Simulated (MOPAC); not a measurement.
A run for MOPAC: AM1 on ClH5OSi (a complex), monomers drawn apart or pushed together.

```
AM1 1SCF PRECISE CHARGE=0 THREADS=1
ClH5OSi

O      0.09649005 1    -0.38124144 1     0.07613971 1
H      0.78542324 1    -0.95395377 1    -0.27665189 1
H      0.56608962 1     0.32634946 1     0.53390192 1
Si    -0.40311549 1    -0.83912641 1     4.49227332 1
Cl     0.98017954 1     0.71664568 1     4.41211522 1
H     -0.66575212 1    -1.08255905 1     5.92566027 1
H      0.19880798 1    -2.03514941 1     3.87924003 1
H     -1.63336647 1    -0.41610924 1     3.80609890 1
```

Output:

```
*******************************************************************************
 **                                                                           **
 **                              MOPAC v23.2.5                                **
 **                                                                           **
 *******************************************************************************
 ** MOPAC's Digital Object Identifier: https://doi.org/10.5281/zenodo.6511958 **
 **                                                                           **
 ** Please cite the open-source release paper for use of this MOPAC version:  **
 ** J. E. Moussa and J. J. P. Stewart (2026)                                  **
 ** MOPAC: An open-source semiempirical molecular orbital program             **
 ** J. Open Source Softw., 11(119), 8025, https://doi.org/10.21105/joss.08025 **
 *******************************************************************************

                              AM1 CALCULATION RESULTS

 *******************************************************************************
 *  AM1        - The AM1 Hamiltonian to be used
 *
 *
 *
 *                 CHARGE ON SYSTEM = 0
 *
 *
 *
 *  PRECISE    - TIGHTER CRITERIA TO BE USED
 *  1SCF       - DO 1 SCF AND THEN STOP
 *  THREADS=1  - MULTI-THREADING NOT USED
 *  T=         - A TIME OF 172800.0 SECONDS REQUESTED
 *  DUMP=N     - RESTART FILE WRITTEN EVERY 7200.0 SECONDS REQUESTED
 *******************************************************************************
AM1 1SCF PRECISE CHARGE=0 THREADS=1
 ClH5OSi

   ATOM   CHEMICAL          X               Y               Z
  NUMBER   SYMBOL      (ANGSTROMS)     (ANGSTROMS)     (ANGSTROMS)

     1       O          0.09649005  *  -0.38124144  *   0.07613971  *
     2       H          0.78542324  *  -0.95395377  *  -0.27665189  *
     3       H          0.56608962  *   0.32634946  *   0.53390192  *
     4      Si         -0.40311549  *  -0.83912641  *   4.49227332  *
     5      Cl          0.98017954  *   0.71664568  *   4.41211522  *
     6       H         -0.66575212  *  -1.08255905  *   5.92566027  *
     7       H          0.19880798  *  -2.03514941  *   3.87924003  *
     8       H         -1.63336647  *  -0.41610924  *   3.80609890  *



          CARTESIAN COORDINATES

    NO.       ATOM           X           Y           Z

     1         O          0.0965     -0.3812      0.0761
     2         H          0.7854     -0.9540     -0.2767
     3         H          0.5661      0.3263      0.5339
     4        Si         -0.4031     -0.8391      4.4923
     5        Cl          0.9802      0.7166      4.4121
     6         H         -0.6658     -1.0826      5.9257
     7         H          0.1988     -2.0351      3.8792
     8         H         -1.6334     -0.4161      3.8061

  H: (AM1): M.J.S. DEWAR ET AL, J. AM. CHEM. SOC. 107 3902-3909 (1985)
  O: (AM1): M.J.S. DEWAR ET AL, J. AM. CHEM. SOC. 107 3902-3909 (1985)
 Si: (AM1): M.J.S.DEWAR, C. JIE, ORGANOMETALLICS, 6, 1486-1490 (1987).
 Cl: (AM1): M.J.S. DEWAR AND E. G. ZOEBISCH, THEOCHEM, 180, 1 (1988).

           Empirical Formula: H5 O Si Cl  =     8 atoms



      MOLECULAR POINT GROUP   :   C1


      RHF CALCULATION, NO. OF DOUBLY OCCUPIED LEVELS = 11


 -------------------------------------------------------------------------------
 AM1 1SCF PRECISE CHARGE=0 THREADS=1
 ClH5OSi



     1SCF WAS SPECIFIED, SO BFGS WAS NOT USED
     SCF FIELD WAS ACHIEVED


                              AM1 CALCULATION
                                                       MOPAC v23.2.5 Linux




          FINAL HEAT OF FORMATION =        -96.89312 KCAL/MOL =    -405.40083 KJ/MOL


          COSMO AREA              =        134.06 SQUARE ANGSTROMS
          COSMO VOLUME            =        118.44 CUBIC ANGSTROMS

          IONIZATION POTENTIAL    =         11.522800 EV
          HOMO LUMO ENERGIES (EV) =        -11.523 -0.439
          NO. OF FILLED LEVELS    =         11
          MOLECULAR WEIGHT        =         84.5774         POINT GROUP:  C1

          MOLECULAR DIMENSIONS (Angstroms)

            Atom       Atom       Distance
            H     6    H     2     6.37112
           Cl     5    H     8     2.91208
            H     7    H     3     2.27036


          SCF CALCULATIONS        =          1





   ATOM   CHEMICAL          X               Y               Z
  NUMBER   SYMBOL      (ANGSTROMS)     (ANGSTROMS)     (ANGSTROMS)

     1       O          0.09649005  *  -0.38124144  *   0.07613971  *
     2       H          0.78542324  *  -0.95395377  *  -0.27665189  *
     3       H          0.56608962  *   0.32634946  *   0.53390192  *
     4      Si         -0.40311549  *  -0.83912641  *   4.49227332  *
     5      Cl          0.98017954  *   0.71664568  *   4.41211522  *
     6       H         -0.66575212  *  -1.08255905  *   5.92566027  *
     7       H          0.19880798  *  -2.03514941  *   3.87924003  *
     8       H         -1.63336647  *  -0.41610924  *   3.80609890  *

                             CARTESIAN COORDINATES

   1    O        0.096490050    -0.381241440     0.076139710
   2    H        0.785423240    -0.953953770    -0.276651890
   3    H        0.566089620     0.326349460     0.533901920
   4   Si       -0.403115490    -0.839126410     4.492273320
   5   Cl        0.980179540     0.716645680     4.412115220
   6    H       -0.665752120    -1.082559050     5.925660270
   7    H        0.198807980    -2.035149410     3.879240030
   8    H       -1.633366470    -0.416109240     3.806098900


           Empirical Formula: H5 O Si Cl  =     8 atoms



      MOLECULAR POINT GROUP   :   C1


                  EIGENVALUES
 -36.77422 -36.37212 -18.27312 -17.03569 -14.87878 -13.94753 -13.90378 -13.82408
 -12.47700 -11.56671 -11.52280  -0.43859   1.12936   1.19883   1.34066   4.33492
   6.23527


              NET ATOMIC CHARGES AND DIPOLE CONTRIBUTIONS

  ATOM NO.   TYPE          CHARGE      No. of ELECS.   s-Pop       p-Pop
    1          O          -0.391156        6.3912     1.86148     4.52967
    2          H           0.194484        0.8055     0.80552
    3          H           0.196703        0.8033     0.80330
    4         Si           0.799065        3.2009     0.86512     2.33581
    5         Cl          -0.311433        7.3114     1.98008     5.33135
    6          H          -0.166310        1.1663     1.16631
    7          H          -0.164295        1.1643     1.16429
    8          H          -0.157057        1.1571     1.15706
 DIPOLE           X         Y         Z       TOTAL
 POINT-CHG.    -0.319    -1.374     0.079     1.413
 HYBRID         0.870     0.196     0.064     0.894
 SUM            0.550    -1.179     0.143     1.309


          ATOMIC ORBITAL ELECTRON POPULATIONS

     Atom    s        px        py        pz
    1  O   1.86148   1.34124   1.42181   1.76662
    2  H   0.80552
    3  H   0.80330
    4 Si   0.86512   0.76238   0.73673   0.83670
    5 Cl   1.98008   1.71265   1.64347   1.97524
    6  H   1.16631
    7  H   1.16429
    8  H   1.15706

 **********************
 *                    *
 * JOB ENDED NORMALLY *
 *                    *
 **********************




 == MOPAC DONE ==
```

The run finished.

Cost: about 0.03 core-seconds (a rough figure).
